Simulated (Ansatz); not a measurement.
The cluster Cd4S5, relaxed as a singlet with RKS PBE-D4/def2-SVP in Ansatz, starting from the GFN1-xTB geometry. Force threshold 0.02 eV/Å.

In the def2 sets Cd takes a core potential; there is no spin–orbit coupling. Another isomer (singlet) lies 1.59 eV lower at PBE0-D4/def2-TZVP; other spin states weren't run for this one.

Start:

```xyz
9

Cd    1.298   -1.725   -0.762
Cd   -3.681    0.743    0.838
Cd   -1.065   -0.343    1.515
Cd    2.084    0.850    0.394
S    -1.221    1.008   -1.418
S     2.972   -0.219   -1.550
S     1.194   -1.180    1.833
S    -1.235   -1.018   -1.072
S    -0.346    1.883    0.223
```

**Question.** Estimate the energy that the relaxation releases and the steps that it takes.

**Answer.** 19.1 kJ/mol, in 12 steps; 76 s on 4 threads of Intel Xeon on a shared host. No frequencies were taken in this run, so the end may be a saddle point.

**Question.** Does the start keep its bonding and symmetry?

**Answer.** By distances, no bond broke or formed. The bond that changes most is Cd3–S9, from 2.67 to 2.76 Å (atoms count from 1). Point group Cs at the start, Cs at the end, both within 0.05 Å.

**Question.** Predict the relaxed structure.

**Answer.** 
```csv
atom,x (Å),y (Å),z (Å)
Cd1,1.236,-1.675,-0.780
Cd2,-3.734,0.709,0.968
Cd3,-1.031,-0.360,1.513
Cd4,2.014,0.871,0.356
S5,-1.145,1.021,-1.503
S6,3.110,-0.278,-1.506
S7,1.216,-1.206,1.869
S8,-1.299,-1.065,-1.138
S9,-0.367,1.983,0.223
```
Bond lengths (bridged metal pairs left out): 9 × Cd–S 2.43 to 2.76 Å; 2 × S–S 2.12 Å; 1 × Cd–Cd 2.96 Å.
